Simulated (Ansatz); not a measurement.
Single points on CrBr2.

```yaml
crystal:
  periodic: [false, false, false]
  atoms:
    - {symbol: Cr, position_ang: [-0.390893, -0.228262, -0.004631]}
    - {symbol: Br, position_ang: [0.180842, 0.095787, 2.139260]}
    - {symbol: Br, position_ang: [0.210050, 0.132475, -2.134629]}
basis:
  gaussian: {orbitals: def2-TZVP, initial_orbitals: start.molden}
hamiltonian: {xc: {name: B3LYP}, dispersion: d4}
scf: {omitted_lower_state_checks: [starts]}
output: {orbitals: {seedname: orbitals}}
```

The file start.molden holds the orbitals of an earlier run on this structure, at another level or in another basis.

```sh
$ ansatz run in.yaml --threads 2 --pin off --events-out ev --progress --plain --max-ram 4352MiB
```

It prints (some lines left out):

```
Functional definition: B3LYP
  name "B3LYP"
  cite "Stephens, Devlin, Chabalowski & Frisch, J. Phys. Chem. 98, 11623 (1994) doi:10.1021/j100096a001"
  cite "Becke, Phys. Rev. A 38, 3098 (1988) doi:10.1103/PhysRevA.38.3098"
  cite "Lee, Yang & Parr, Phys. Rev. B 37, 785 (1988) doi:10.1103/PhysRevB.37.785"
  cite "Vosko, Wilk & Nusair, Can. J. Phys. 58, 1200 (1980) doi:10.1139/p80-159"
  parameter a0 = 0.2
  parameter ax = 0.72
  parameter ac = 0.81
  exchange = (1 - a0 - ax)*slater_x + ax*b88_x + a0*exact_x
  correlation = (1 - ac)*vwn_rpa_c + ac*lyp_c
these checks for a lower state are left out or cut short: starts
1071 factors; integrals over basis functions are off by at most 5.4e-4 eV
mean field evaluation 1: about -168516.3625 eV, gradient 6.0e0 eV
mean field evaluation 2: about -168516.4085 eV, gradient 6.2e-2 eV
mean field evaluation 4: about -168516.4612 eV, gradient 3.3e-4 eV
mean field evaluation 8: about -168516.4612 eV, gradient 1.6e-5 eV
mean field -168516.46121467 eV, -6192.8657250791 hartree, gradient 3.5e-6 eV, S^2 0.000000; 0 other end points of the search recorded, 0 dependent functions left out
reference -168516.46144267 eV, -6192.8657334581 hartree; 47, 47 occupied and 94, 94 virtual orbitals, 1071 factors
Total energy: -168516.62301458 eV, -6192.8716711161 hartree
Checks for a lower state left out: starts
```

It took 9 s on 2 threads of Intel Xeon Platinum 8259CL on a shared host.

The first input with `hamiltonian: {xc: lda}` (abridged; 3.6 s):

```
Functional definition: SPW92
mean field evaluation 16: about -168259.5496 eV, gradient 1.9e-3 eV
mean field -168259.54955366 eV, -6183.4243956780 hartree, gradient 2.1e-6 eV, S^2 0.000000
Total energy: -168259.54959169 eV, -6183.4243970756 hartree
Checks for a lower state left out: starts
```

First input, but with `hamiltonian: {xc: {text: "exchange = 0.65*pbe_x + 0.35*exact_x\ncorrelation = pbe_c"}}` (abridged; 13 s):

```
Functional definition: unnamed
mean field -168494.05823300 eV, -6192.0424306880 hartree, gradient 5.0e-6 eV, S^2 0.000000
Total energy: -168494.05825840 eV, -6192.0424316215 hartree
Checks for a lower state left out: starts
```

The first input with `hamiltonian: {xc: {name: B97M-V}}` (abridged; 33 s):

```
Functional definition: B97M-V
mean field evaluation 16: about -168482.4295 eV, gradient 3.4e-5 eV
mean field -168482.42947390 eV, -6191.6150816734 hartree, gradient 9.6e-6 eV, S^2 0.000000
Total energy: -168482.42953156 eV, -6191.6150837925 hartree
Checks for a lower state left out: starts
```

The first input with `hamiltonian: {xc: {name: BLYP}, dispersion: d4}` (abridged; 7.5 s):

```
Functional definition: BLYP
mean field evaluation 16: about -168517.2829 eV, gradient 1.4e-4 eV
mean field -168517.28287317 eV, -6192.8959204722 hartree, gradient 5.8e-6 eV, S^2 0.000000
Total energy: -168517.48240062 eV, -6192.9032529707 hartree
Checks for a lower state left out: starts
```

Geometry: PBE-D4/def2-TZVP.

B3LYP takes the VWN-RPA correlation. The restricted singlet is unstable towards broken spin symmetry in Hartree–Fock (as tested in another run); at B3LYP-D4/def2-TZVP, LDA (SPW92)/def2-TZVP, PBE with 35 % exact exchange/def2-TZVP, B97M-V/def2-TZVP and others this wasn't settled. At LDA (SPW92)/def2-TZVP an occupied level lies above an empty one. At PBE0-D4/def2-TZVP a quintet of charge 0 lies 3.30 eV below the restricted singlet, each at its own geometry.
